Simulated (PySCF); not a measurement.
## SeF₄: adding exact exchange

Base calculation in PySCF with density fitting and no spin–orbit coupling, PBE/def2-TZVP (no relativity): singlet, C2v, Se–F 1.729 Å (×2), Se–F 1.811 Å (×2); F–Se–F 87.1° (×4), F–Se–F 100.0°, F–Se–F 171.1°; wavenumbers 151, 211, 323, 328, 364, 537, 597, 667, 687 cm⁻¹; dipole moment 1.73 D, gap between the highest occupied and lowest empty levels 4.83 eV, polar-tensor charge of Se 2.27 e, atomisation energy (no zero-point energy) 1491 kJ/mol.

Problem. What changes on going to PBE0/def2-TZVP (no relativity)?

Solution. The point group stays the same. Changes: mean bond to Se -0.037 Å, smallest bond angle -0.8 degrees, highest wavenumber +69 cm⁻¹, lowest wavenumber +16 cm⁻¹, dipole moment +0.05 D, gap between the highest occupied and lowest empty levels +2.79 eV, polar-tensor charge of Se +0.17 e, atomisation energy (no zero-point energy) -158 kJ/mol. The new structure has Se–F 1.691 Å (×2), Se–F 1.774 Å (×2); F–Se–F 86.3° (×4), F–Se–F 100.5°, F–Se–F 168.6°, with wavenumbers 167, 243, 366, 369, 406, 579, 635, 735, 756 cm⁻¹. Exact exchange shortens and stiffens the bonds and opens the gap, the usual pattern.

Only the bonding shown was studied: isomers, or loss of a ligand pair, can lie lower.
